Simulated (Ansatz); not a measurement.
```yaml
crystal:
  periodic: [false, false, false]
  atoms:
    - {symbol: Ag, position_ang: [-2.711761, 0.230680, 0.014651]}
    - {symbol: Ag, position_ang: [-0.375822, -1.039516, 0.960308]}
    - {symbol: Ag, position_ang: [2.268783, -0.879008, -0.216843]}
    - {symbol: Ag, position_ang: [-1.086117, -1.170374, -1.846258]}
    - {symbol: Ag, position_ang: [0.175074, 1.150031, -0.564553]}
    - {symbol: Ag, position_ang: [-1.086073, 1.426438, 1.976230]}
    - {symbol: Ag, position_ang: [1.604518, 0.613456, 2.108165]}
    - {symbol: Se, position_ang: [1.211408, -0.331708, -2.431712]}
basis:
  gaussian: {orbitals: def2-TZVP, initial_orbitals: start.molden}
total_charge: 1
hamiltonian: {xc: {name: CAM-B3LYP}, dispersion: d4}
scf: {omitted_lower_state_checks: [starts]}
output: {orbitals: {seedname: orbitals}}
```

The file start.molden holds the orbitals of an earlier run on this structure, at another level or in another basis.

```sh
$ ansatz run in.yaml --threads 4 --pin off --events-out ev --progress --plain --max-ram 4787MiB
```

Does this run fit into the memory that it is given?

No. It has 328 basis functions, and Ansatz plans for 5.41 GiB where 4.67 GiB are given.
